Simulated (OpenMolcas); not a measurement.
A calculation on N3+.

```
Program             : OpenMolcas
Method              : RASSCF
Basis               : ANO-RCC-VQZP [5s4p3d2f1g]
Scalar Hamiltonian  : DKH2, point nucleus
Active space        : 2 electrons in 9 orbitals (RAS2 2s 2p; RAS3 3d, at most 2 electrons)
State averaging     : 2S+1 = 3 even, 3 roots; 2S+1 = 1 even, 7 roots; 2S+1 = 3 odd, 3 roots; 2S+1 = 1 odd, 3 roots
Spin-orbit coupling : state interaction with AMFI integrals over the reference wave functions, term energies averaged over their components
```

Problem. Which level of the active space comes out lowest?

Solution. 2s² ¹S₀, with 100 % of that term; it is also the measured ground level.

Problem. How high does 2s 2p ³P°₂ lie?

Solution. 67218 cm⁻¹ above the lowest level; measured 67416 cm⁻¹ above the ground level, so the calculation is off by 0 %.

Problem. How high does 2p² ¹D₂ lie?

Solution. 191526 cm⁻¹ above the lowest level; measured 188882 cm⁻¹ above the ground level, so the calculation is off by +1 %.

Problem. How high does 2s 2p ³P°₀ lie?

Solution. 67012 cm⁻¹ above the lowest level; measured 67209 cm⁻¹ above the ground level, so the calculation is off by 0 %.

Measured values: Moore, Selected Tables of Atomic Spectra, NSRDS-NBS 3, section 4.

Active for correlation alone: 3d; no level in the range computed is led by a configuration that fills it, so any true level of that kind is missing. Measured partners are found by configuration, term and J. A level has none where our copy of the source lacks it or the pairing is in doubt (some pairs that miss far off the trend of their configuration count as doubtful), and it then counts in no deviation. Only configurations of the active space appear.

° marks odd parity.
